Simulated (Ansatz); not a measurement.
`C=C(N)[O][GeH3]` and `C=C(N)OC` differ in one atom or group.

Ansatz, PBE0-D4/def2-TZVP geometries, multiplicity 1. Each molecule was computed in one conformer, which needn't be the lowest.

Scalar relativity is left out up to krypton.

```csv
property,`C=C(N)[O][GeH3]`
HOMO–LUMO gap (B3LYP/def2-TZVPP) / eV,5.81
HOMO energy (B3LYP/def2-TZVPP) / eV,-5.86
LUMO energy (PBE0/def2-TZVPP) / eV,0.21
HOMO energy (PBE0/def2-TZVPP) / eV,-6.06
HOMO energy (PBE/def2-TZVPP) / eV,-4.93
LUMO energy (ωB97M-V/def2-TZVPP) / eV,1.93
```

**Question.** What does the change do to each property? (Best estimate.)

**Answer.** Computed: 
```
                             property  `C=C(N)OC`  shift
HOMO–LUMO gap (B3LYP/def2-TZVPP) / eV        6.47   0.66
  HOMO energy (B3LYP/def2-TZVPP) / eV       -5.63   0.23
   LUMO energy (PBE0/def2-TZVPP) / eV        1.20   0.99
   HOMO energy (PBE0/def2-TZVPP) / eV       -5.84   0.22
    HOMO energy (PBE/def2-TZVPP) / eV       -4.66   0.27
LUMO energy (ωB97M-V/def2-TZVPP) / eV        2.63   0.70
```

With PBE0 the HOMO rises by 0.22 eV and the LUMO rises by 0.99 eV, so the gap widens by about 0.77 eV. PBE moves the HOMO by 0.27 eV and ωB97M-V by 0.19 eV.

B3LYP here is the variant with VWN-RPA as its local correlation; programs differ in this.
